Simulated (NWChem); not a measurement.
Correlation energy of phosphoric acid (H3O4P)

SMILES: P(O)(O)(O)=O
```xyz
8

O      0.4871     0.0867     1.4956
P      0.0953    -0.0025    -0.0820
O      1.2280    -0.0322    -1.0566
O     -0.9113    -1.2820    -0.0880
O     -0.9577     1.2315    -0.2187
H      1.2783     0.6506     1.6007
H     -0.3992    -2.0952    -0.2653
H     -1.0786     1.4500    -1.1635
```
Charge 0, spin multiplicity 1.

All runs are NWChem calculations. Structure: optimised with PBE/def2-SVP, a minimum by its harmonic frequencies. It is one conformer; others weren't searched.

Basis set: def2-SVP. Each correlation energy counts from its own Hartree-Fock reference.

The correlated methods keep 9 core orbitals frozen. Coupled-cluster values serve here as a point of comparison, not as the truth.

### Question
One of these methods gave a correlation energy of -878.5 mHa. Which?
(A) MP2
(B) CCSD(T)
(C) CCSD
(D) SCS-MP2

### Answer
C, CCSD. The others give -863.2 (MP2), -899.8 (CCSD(T)), -832.8 (SCS-MP2).
